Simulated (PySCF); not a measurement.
Dipole response of As⁺ (arsenic, charge +1)

[Ar] 3d10 4s2 4p2, high-spin 3P determinant. Computed with PySCF 2.14 in aug-cc-pwCVTZ-PP with ECP10MDF (8s7p6d4f1g, 96 functions), with a scalar-relativistic core potential. Coupled (time-dependent) response in atomic units; α is the mean over directions.

| method | mean α (bohr³) | α xx, yy, zz | C₆ (like pair) | S(−4) |
| --- | --- | --- | --- | --- |
| UHF | 16.92 | 15.89, 17.43, 17.43 | 104.3 | 82.60 |
| PBE | 17.04 | 15.49, 17.81, 17.81 | 104.4 | 88.03 |
| PBE0 | 16.81 | 15.48, 17.47, 17.47 | 102.9 | 83.31 |
| M06-L | 16.02 | 14.92, 16.57, 16.57 | 98.55 | 70.96 |

S(−4) is the Cauchy moment in α(ω) = α(0) + S(−4) ω² + …

Spin-orbit coupling is absent.

α(iu) at PBE0:

```tsv
u (hartree)	α(iu) (bohr³)
0	16.81
0.0500	16.60
0.100	16.02
0.200	14.09
0.300	11.82
0.500	7.973
0.750	5.057
1.00	3.460
1.50	1.954
2.00	1.300
3.00	0.7427
5.00	0.3724
```

A single London oscillator, α(iu) = α/(1 + u²/ω²), gives C₆ = (3/4) ω α². Matching the computed C₆ needs ω = 4 × 102.9 / (3 × 16.81²) = 0.486 hartree.

For an ion, C₆ is the dispersion term alone; charge-induced terms of lower order in 1/R come first.

The components differ because the open shell of this determinant is not spherical; for a pure term their mean is the scalar polarisability.

Energies and moments cover only the electrons outside the core potential.
